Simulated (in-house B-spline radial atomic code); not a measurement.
## Ionising Si3+ with different functionals

Computed with a B-spline radial code for spherical atoms: scalar-relativistic (spin-free X2C) Hamiltonian, Fermi nucleus of rms radius 3.1224 fm, spin-polarised at highest spin, spherical fractional occupations for the functionals, the average over the highest-spin determinants for Hartree-Fock. The ionisation energy is the difference of two self-consistent energies, [Ne] 3s1 → [He] 2s2 2p6, without Breit or QED terms; ε is the level of the shell that loses the electron (its least bound occupied spin orbital).

```tsv
method	rung	ΔSCF (eV)	-ε(3s) (eV)
Hartree-Fock	Hartree-Fock	44.73	44.76
HF fractional	Hartree-Fock	44.73	44.76
LDA VWN5	LDA	45.64	40.51
LDA PW92	LDA	45.63	40.50
LDA exchange-only	LDA	44.78	39.67
PBE	GGA	45.67	40.40
PBEsol	GGA	45.41	40.35
BLYP	GGA	45.93	40.43
RPBE	GGA	45.60	40.32
PW91	GGA	45.74	40.50
BP86	GGA	45.45	40.52
AM05	GGA	45.33	40.34
OLYP	GGA	45.60	40.24
TPSS	meta-GGA	45.30	40.36
SCAN	meta-GGA	45.17	40.68
r2SCAN	meta-GGA	45.10	40.65
revTPSS	meta-GGA	45.18	40.37
PBE0	global hybrid	45.50	41.61
B3LYP	global hybrid	45.91	41.54
TPSSh	global hybrid	45.26	40.84
BHandHLYP	global hybrid	45.68	42.83
r2SCAN0	global hybrid	?	?
B97-1	global hybrid	45.17	41.17
HSE06	range-separated hybrid	45.52	41.24
wB97X	range-separated hybrid	44.49	43.86
CAM-B3LYP	range-separated hybrid	45.91	43.22
LC-wPBE	range-separated hybrid	?	?
```

Task: What does r2SCAN0 give?

Result: ΔSCF 45.14 eV, and -ε(3s) = 41.80 eV.

Task: What does LC-wPBE give?

Result: ΔSCF 45.53 eV, and -ε(3s) = 44.63 eV.

Task: Among the functionals, which spreads more, the ΔSCF values or the orbital energies?

Result: The orbital energies: ΔSCF values span about 1.44 eV and the orbital energies 4.96 eV.

Task: How do they compare with the NIST value?

Result: NIST lists 45.142 eV (measured, ground level to ground level). Errors run from -0.66 to +0.79 eV; r2SCAN0 is closest (-0.01 eV), but part of that can be cancellation, since the calculations leave out Breit-QED terms. Hartree-Fock also lacks correlation.
